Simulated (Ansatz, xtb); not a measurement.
Pulling on the N4–H6 bond in CH6InN (SMILES C[NH][InH2]) (multiplicity 1 held, fragments rigid). Energies count from the point at 1.009 Å.
Geometry at that point (charge 0, multiplicity 1):
| atom | x (Å) | y (Å) | z (Å) |
|---|---|---|---|
| In | -0.0375 | 0.1049 | 0.6313 |
| H | -1.3488 | 0.7549 | 1.5275 |
| H | 1.5170 | -0.4462 | 1.1104 |
| N | -0.3698 | -0.0467 | -1.3619 |
| C | 0.5271 | -0.5498 | -2.3858 |
| H | -1.2572 | 0.2534 | -1.7369 |
| H | 0.7661 | 0.2077 | -3.1428 |
| H | 0.1169 | -1.4218 | -2.9107 |
| H | 1.4707 | -0.8613 | -1.9335 |

Restricted levels (R-, RO-) in cc, def2 and unpolarised 6-31G sets keep to the state of the molecule at rest. Unrestricted levels (U-) break spin symmetry where that is lower. Curves can end on different states.

Frozen-core correlation. Filled d and f shells under p-block atoms count as core.

Run with Ansatz (a quantum-chemistry and plane-wave program); xtb for the GFN methods.  In def2 rows elements past Kr take small-core potentials, without spin–orbit coupling. The GFN methods have no spin term and hold the electronic entropy of 300 K.

Energies in kcal/mol.

```
R (Å)  GFN2-xTB  U-HF/def2-SVP  R-MP2/def2-SVP  R-SCS-MP2/def2-SVP  U-SCS-MP2/def2-SVP
-----  --------  -------------  --------------  ------------------  ------------------
0.807      33.9           34.2            37.5                37.6                37.6
0.908       6.4            6.2             7.9                 7.9                 7.9
1.009       0.0            0.0             0.0                 0.0                 0.0
1.110       3.5            5.4             3.8                 3.7                 3.7
1.211      11.4           16.7            13.6                13.4                13.4
1.362      25.7           38.4            32.8                32.4                32.4
1.514      40.3           60.7            53.1                52.4                57.4
1.766      62.4           80.7            83.5                82.2                96.8
2.018      80.3           87.7           107.6               105.4               110.2
2.321      95.9           90.6           128.4               125.1               115.6
2.725     107.4           90.1           145.1               140.1               118.8
3.229     114.1           89.4           152.2               144.7               118.4
```

Doubts at one or more of the structures used: a spin-contaminated determinant (U-HF/def2-SVP, U-SCS-MP2/def2-SVP); a restricted determinant that unrestricted orbitals would lower (R-MP2/def2-SVP, R-SCS-MP2/def2-SVP).
